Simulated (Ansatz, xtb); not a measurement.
C6H7FN2: which of two isomers lies lower

Structure a is `C=C1NC=C(C)N=C1F`, a singlet and structure b is `Cc1cnc(C)c(F)n1`, a singlet. Both are isolated molecules in the gas phase, relaxed with PBE-D3(BJ)/def2-SVP.

a (Å):

```xyz
16

C    -0.1117    1.6890   -1.2082
C    -0.2423    0.4072   -0.7626
C    -0.2193   -2.0216   -1.0669
C    -0.5342   -2.2358    0.2510
C    -0.7045   -3.5962    0.8586
C    -0.5751    0.0413    0.6191
F    -0.7489    1.0849    1.4452
N    -0.0789   -0.7407   -1.5528
N    -0.7111   -1.1404    1.0958
H    -0.2591    2.5218   -0.5128
H     0.1395    1.9099   -2.2556
H     0.1553   -0.6046   -2.5358
H    -0.0657   -2.8357   -1.7882
H    -0.5493   -4.3998    0.1134
H     0.0127   -3.7477    1.6928
H    -1.7208   -3.7097    1.2913
```

b (Å):

```yaml
atoms:
  - { symbol: C, position_ang: [-0.0670, 1.4652, -1.5383] }
  - { symbol: C, position_ang: [-0.2353, 0.1246, -0.8770] }
  - { symbol: C, position_ang: [-0.3141, -1.0762, -1.6130] }
  - { symbol: C, position_ang: [-0.5379, -2.3222, 0.3103] }
  - { symbol: C, position_ang: [-0.7042, -3.6402, 1.0072] }
  - { symbol: C, position_ang: [-0.4567, -1.1030, 1.0249] }
  - { symbol: F, position_ang: [-0.5323, -1.1414, 2.3672] }
  - { symbol: N, position_ang: [-0.4622, -2.2741, -1.0290] }
  - { symbol: N, position_ang: [-0.3112, 0.0806, 0.4704] }
  - { symbol: H, position_ang: [-0.8938, 1.6703, -2.2489] }
  - { symbol: H, position_ang: [0.8783, 1.5115, -2.1175] }
  - { symbol: H, position_ang: [-0.0514, 2.2591, -0.7699] }
  - { symbol: H, position_ang: [-0.2548, -1.0609, -2.7156] }
  - { symbol: H, position_ang: [-1.6384, -3.6628, 1.6056] }
  - { symbol: H, position_ang: [-0.7347, -4.4485, 0.2544] }
  - { symbol: H, position_ang: [0.1300, -3.8290, 1.7140] }
```

Which of the two would you expect CCSD(T)/def2-SVP + ΔMP2/def2-TZVPP electronic energies to favour?

Structure b; the calculation gives E(b) − E(a) = −0.972 eV.

Level by level:

| level | geometry | E(b) − E(a) (eV) | departure from the last row (eV) | job, with rough time for the two |
| --- | --- | --- | --- | --- |
| GFN2-xTB | GFN2-xTB | −0.817 | +0.155 | optimisation, 0.11 s |
| HF/STO-3G | GFN2-xTB | −1.671 | −0.699 | single point, 0.44 s |
| r2SCAN-D4/def2-SVP | GFN2-xTB | −0.874 | +0.098 | single point, 3.2 s |
| PBE-D3(BJ)/def2-SVP | PBE-D3(BJ)/def2-SVP | −0.813 | +0.159 | optimisation, 15 s |
| HF/def2-SVP | PBE-D3(BJ)/def2-SVP | −1.076 | −0.104 | part of the CCSD(T) run |
| MP2/def2-SVP | PBE-D3(BJ)/def2-SVP | −1.144 | −0.173 | part of the CCSD(T) run |
| CCSD(T)/def2-SVP | PBE-D3(BJ)/def2-SVP | −1.012 | −0.041 | single point |
| CCSD(T)/def2-SVP + ΔMP2/def2-TZVPP | PBE-D3(BJ)/def2-SVP | −0.972 |  | single point, 1.7 min |

As drawn, b has 2 C∷C, 4 C∷N, 1 C–H in place of 2 C=C, 3 C–N, 1 C=N, 1 N–H (∷ is an aromatic bond). Structure a has a 6-membered ring, b a 6-membered ring (with an aromatic ring).

The levels shown agree on the order. The largest departure from CCSD(T)/def2-SVP + ΔMP2/def2-TZVPP is that of HF/STO-3G, 0.699 eV. The last row adds to CCSD(T) the change of the MP2 difference between the two basis sets, here +0.041 eV.

With thermal terms from frequencies at re-optimised GFN2-xTB minima (ideal gas, soft modes damped towards free rotors, one conformer each, 298.15 K, 1 atm): on the last row, ΔE + ΔZPE = −0.969, ΔH = −0.961, ΔG = −0.993 eV.

The correlated steps freeze 9 core orbitals. Codes used: Ansatz 0.2.0, xtb 6.7.1; the last row on 2 threads of AMD EPYC 9R45 96-Core Processor (Zen 5) on a shared host.
